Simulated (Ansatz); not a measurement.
A structure relaxed at r2SCAN-D4/def2-SVPD in Ansatz, charge -1, doublet:

```xyz
16

Li    2.837   -1.050    1.923
Li    0.024   -0.698    1.676
Li   -2.214    2.769   -2.052
Li    0.614    3.244   -1.697
Li    1.179    0.735   -0.046
Li    1.368   -3.212    1.703
Li   -0.745   -2.100   -0.277
Li   -2.190   -0.133   -1.029
H     1.610    0.176    1.697
H    -2.223   -1.917   -1.209
H    -0.536   -0.109    0.023
H     2.711   -2.622    2.650
H     1.671    2.199   -0.913
H    -0.889    3.855   -2.295
H    -3.001    1.345   -1.625
H    -0.218   -2.484    1.472
```

(1) Give its formula.

(2) Summarise the bond lengths by kind (pairs closer than 1.2 times the sum of covalent radii, bridged metal pairs left out).

Results:

(1) Li8H8⁻.

(2) 17 × H–Li 1.68 to 1.88 Å.

The highest occupied level of the charge -1 doublet lies above zero (up to 0.65 eV). It is a level of α spin, whose loss leaves a singlet; that state wasn't run at this geometry and level. The electron is either unbound and held by the finite basis, or the level is raised by self-interaction error. The relaxation made no stability test and no search for a lower SCF solution. Another isomer (doublet) lies 1.36 eV lower at PBE0-D4/def2-TZVPD; other spin states weren't run for this one.
